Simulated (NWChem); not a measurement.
System: C3HClF2; SMILES FC=C=C(Cl)F

Parts of the log:

```
             Northwest Computational Chemistry Package (NWChem) 7.3.0
             --------------------------------------------------------

 C1  symmetry detected

                             Geometry "geometry" -> ""
                             -------------------------

 Output coordinates in angstroms (scale by  1.889725989 to convert to a.u.)

  No.       Tag          Charge          X              Y              Z
 ---- ---------------- ---------- -------------- -------------- --------------
    1 F                    9.0000     0.29666313    -2.88833519    -0.43415584
    2 C                    6.0000     0.07066909    -1.95433348     0.50562887
    3 C                    6.0000    -0.16958696    -0.68748781     0.23482121
    4 C                    6.0000    -0.39075412     0.59311660     0.02938439
    5 F                    9.0000    -1.60383100     1.12676012    -0.13867842
    6 Cl                  17.0000     0.85844227     1.79554389    -0.05823472
    7 H                    1.0000     0.10902428    -2.37784234     1.52649177

 Effective nuclear repulsion energy (a.u.)     253.3900552077

                                 NWChem DFT Module
                                 -----------------

 Summary of "ao basis" -> "ao basis" (spherical)
 ------------------------------------------------------------------------------
       Tag                 Description            Shells   Functions and Types
 ---------------- ------------------------------  ------  ---------------------
 F                          def2-svp                 6       14   3s2p1d
 C                          def2-svp                 6       14   3s2p1d
 Cl                         def2-svp                 8       18   4s3p1d
 H                          def2-svp                 3        5   2s1p

            General Information
            -------------------
          SCF calculation type: DFT
          Wavefunction type:  closed shell.
          No. of atoms     :     7
          No. of electrons :    54
           Alpha electrons :    27
            Beta electrons :    27
          Charge           :     0
          Spin multiplicity:     1
          Use of symmetry is: off; symmetry adaption is: off
          Maximum number of iterations: 150
          AO basis - number of functions:    93
                     number of shells:    41
          Convergence on energy requested:  1.00D-06
          Convergence on density requested:  1.00D-05
          Convergence on gradient requested:  5.00D-04

              XC Information
              --------------
                         MN15 Method XC Functional
                     Hartree-Fock (Exact) Exchange  0.440
                          MN15 Exchange Functional  1.000
                        MN15 Correlation Potential  1.000

             Grid Information
             ----------------
          Grid used for XC integration:  xcoarse
          Radial quadrature: Mura-Knowles
          Angular quadrature: Lebedev.
          Tag              B.-S. Rad. Rad. Pts. Rad. Cut. Ang. Pts.
          ---              ---------- --------- --------- ---------
          F                   0.50       21          11.0       194
          C                   0.70       21           9.0       194
          Cl                  1.00       42          11.0       194
          H                   0.35       21          10.0       194
          Grid pruning is: on
          Number of quadrature shells:   168
          Spatial weights used:  Erf1

      Superposition of Atomic Density Guess
      -------------------------------------

 Sum of atomic energies:        -771.28225253

      Non-variational initial energy
      ------------------------------

 Total energy =    -773.475854
 1-e energy   =   -1569.312455
 2-e energy   =     542.446546
 HOMO         =      -0.271688
 LUMO         =       0.015117

     ---------------------------------------------
      Total Density - Mulliken Population Analysis
     ---------------------------------------------

    Atom       Charge   Shell Charges
 -----------   ------   -------------------------------------------------------
    1 F    9     9.38   1.99  1.14  0.77  3.43  2.04  0.01
    2 C    6     5.56   1.99  0.91  0.33  1.60  0.66  0.07
    3 C    6     6.37   1.99  0.99  0.30  2.14  0.93  0.02
    4 C    6     5.21   1.99  0.86  0.25  1.42  0.60  0.09
    5 F    9     9.36   1.99  1.14  0.77  3.42  2.04  0.00
    6 Cl  17    17.20   2.00  1.99  1.22  0.72  5.94  2.11  3.20  0.02
    7 H    1     0.92   0.67  0.22  0.02

   convergence    iter        energy       DeltaE   RMS-Dens  Diis-err
 ---------------- ----- ----------------- --------- --------- ---------
 d= 0,ls=0.0,diis     1   -773.7946723162 -1.03D+03  2.15D-02  1.74D+00
 d= 0,ls=0.0,diis     2   -773.7811075227  1.36D-02  1.17D-02  1.73D+00
 d= 0,ls=0.0,diis     3   -773.9495144324 -1.68D-01  2.78D-03  9.91D-02
 d= 0,ls=0.0,diis     4   -773.9589358881 -9.42D-03  9.75D-04  1.35D-02
 d= 0,ls=0.0,diis     5   -773.9605678528 -1.63D-03  2.57D-04  1.17D-03
  Resetting Diis
 d= 0,ls=0.0,diis     6   -773.9607040198 -1.36D-04  8.92D-05  3.21D-05
 d= 0,ls=0.0,diis     7   -773.9607087150 -4.70D-06  5.56D-05  7.17D-06
 d= 0,ls=0.0,diis     8   -773.9607087180 -3.00D-09  2.71D-05  7.39D-06
 d= 0,ls=0.0,diis     9   -773.9607096844 -9.66D-07  3.20D-06  1.78D-07

         Total DFT energy =     -773.960709684389
      One electron energy =    -1571.065209785857
           Coulomb energy =      609.050958598131
    Exchange-Corr. energy =      -65.336513704370
 Nuclear repulsion energy =      253.390055207707

 Numeric. integr. density =       53.999500608099

                       DFT Final Molecular Orbital Analysis
                       ------------------------------------

 Vector   25  Occ=2.000000D+00  E=-3.900470D-01
              MO Center=  6.5D-01,  1.5D+00, -3.8D-02, r^2= 2.1D+00
   Bfn.  Coefficient  Atom+Function         Bfn.  Coefficient  Atom+Function
  ----- ------------  ---------------      ----- ------------  ---------------
    81      0.441697  6 Cl px                78      0.370124  6 Cl px
    82     -0.357994  6 Cl py                79     -0.289058  6 Cl py
    75      0.208357  6 Cl px                76     -0.163650  6 Cl py
    60     -0.162828  5 F  px                32      0.124425  3 C  px
    63      0.113774  5 F  px                35      0.098009  3 C  px

 Vector   26  Occ=2.000000D+00  E=-3.293850D-01
              MO Center=  5.0D-02, -1.0D+00,  2.0D-01, r^2= 2.9D+00
   Bfn.  Coefficient  Atom+Function         Bfn.  Coefficient  Atom+Function
  ----- ------------  ---------------      ----- ------------  ---------------
    32      0.400235  3 C  px                18      0.359288  2 C  px
     4      0.272340  1 F  px                35      0.269659  3 C  px
    82      0.216077  6 Cl py                 7     -0.206511  1 F  px
    79      0.180061  6 Cl py                21      0.177574  2 C  px
    76      0.099868  6 Cl py                61      0.099209  5 F  py

 Vector   27  Occ=2.000000D+00  E=-3.155221D-01
              MO Center= -2.1D-02,  2.3D-01,  1.1D-01, r^2= 2.9D+00
   Bfn.  Coefficient  Atom+Function         Bfn.  Coefficient  Atom+Function
  ----- ------------  ---------------      ----- ------------  ---------------
    34      0.400835  3 C  pz                83     -0.355255  6 Cl pz
    48      0.327945  4 C  pz                37      0.281903  3 C  pz
    80     -0.266804  6 Cl pz                62      0.195909  5 F  pz
    65     -0.149939  5 F  pz                77     -0.149806  6 Cl pz
    51      0.141858  4 C  pz                89     -0.104397  7 H  s

 Vector   28  Occ=0.000000D+00  E=-1.048971D-02
              MO Center= -2.3D-02, -8.5D-01,  2.8D-01, r^2= 3.2D+00
   Bfn.  Coefficient  Atom+Function         Bfn.  Coefficient  Atom+Function
  ----- ------------  ---------------      ----- ------------  ---------------
    21      0.485027  2 C  px                18      0.461851  2 C  px
    35     -0.350954  3 C  px                32     -0.344902  3 C  px
    82     -0.315760  6 Cl py                49     -0.310236  4 C  px
    46     -0.244839  4 C  px                45     -0.212657  4 C  s
    31      0.203462  3 C  s                 74      0.198194  6 Cl s

 Vector   29  Occ=0.000000D+00  E=-1.164575D-03
              MO Center= -1.8D-01, -3.0D-01,  1.6D-01, r^2= 3.0D+00
   Bfn.  Coefficient  Atom+Function         Bfn.  Coefficient  Atom+Function
  ----- ------------  ---------------      ----- ------------  ---------------
    48      0.501657  4 C  pz                51      0.503543  4 C  pz
    37     -0.397058  3 C  pz                34     -0.365958  3 C  pz
    90      0.287777  7 H  s                  3     -0.223658  1 F  s
    83     -0.209415  6 Cl pz                23     -0.202716  2 C  pz
    22     -0.196106  2 C  py                62      0.177679  5 F  pz

[...]

                         DFT ENERGY GRADIENTS

    atom               coordinates                        gradient
                 x          y          z           x          y          z
   1 F       0.560612  -5.458162  -0.820436    0.002651  -0.011025  -0.009948
   2 C       0.133545  -3.693155   0.955500   -0.000600   0.002058   0.006186
   3 C      -0.320473  -1.299164   0.443748   -0.000219  -0.000821  -0.000511
   4 C      -0.738418   1.120828   0.055528    0.003053  -0.000668   0.000048
   5 F      -3.030801   2.129268  -0.262064   -0.013576   0.005898  -0.001742
   6 Cl      1.622221   3.393086  -0.110048    0.008290   0.007795  -0.000283
   7 H       0.206026  -4.493470   2.884651    0.000401  -0.003238   0.006250
```

Level: MN15/def2-SVP. Structure relaxed at the PBE-D3(BJ)/def2-SVP level.

Problem. Which NWChem input produces such a log?

Solution. Several could match; the one computed here: the input that was run:
```
start job
memory heap 200 mb stack 900 mb global 1100 mb
geometry units angstroms noautoz
  F      0.309011    -2.880339    -0.443226
  C      0.075610    -1.951520     0.499879
  C     -0.168922    -0.684480     0.233850
  C     -0.394667     0.596104     0.033324
  F     -1.609326     1.125447    -0.136898
  Cl     0.849815     1.804099    -0.044218
  H      0.111921    -2.379451     1.518971
end
basis spherical
  F library def2-svp
  C library def2-svp
  Cl library def2-svp
  H library def2-svp
end
dft
  xc mn15
  grid xcoarse
  iterations 150
  mulliken
end
task dft gradient
```
